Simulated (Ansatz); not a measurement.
The input (input.yaml):

```yaml
crystal:
  periodic: [false, false, false]
  atoms:
    - { symbol: B, position_ang: [-0.305387, 0.063364, 0.385123] }
    - { symbol: "N", position_ang: [0.379519, 0.005482, 1.785404] }
    - { symbol: H, position_ang: [0.23414, -0.819734, 2.332935] }
    - { symbol: H, position_ang: [1.350579, 0.253504, 1.795004] }
    - { symbol: F, position_ang: [0.504484, 0.606094, -0.56645] }
    - { symbol: H, position_ang: [-0.961098, -0.879329, 0.064888] }
    - { symbol: O, position_ang: [-1.271396, 1.243307, 0.948363] }
    - { symbol: Si, position_ang: [-1.734526, 2.684562, 0.253743] }
    - { symbol: H, position_ang: [-2.239715, 2.415166, -1.098682] }
    - { symbol: H, position_ang: [-2.798928, 3.268215, 1.086846] }
    - { symbol: H, position_ang: [-0.603071, 3.625224, 0.197614] }
    - { symbol: H, position_ang: [-0.552801, 0.985848, 1.814712] }
basis:
  gaussian: { orbitals: "6-31G*" }
hamiltonian:
  xc: hf
phonons: {}
```

Launched with:

```bash
$ ansatz run input.yaml --threads 1 --pin off --max-ram 2048MiB --backend cpu --events-out ev --progress --plain --runs-dir out
```

Hardware: 1 thread of Arm Neoverse V1, with other jobs on the host.

Q: Roughly how long does this run take, and how much memory?

A: 2.3 min, with a peak of 0.18 GiB, for 0 ionic steps.
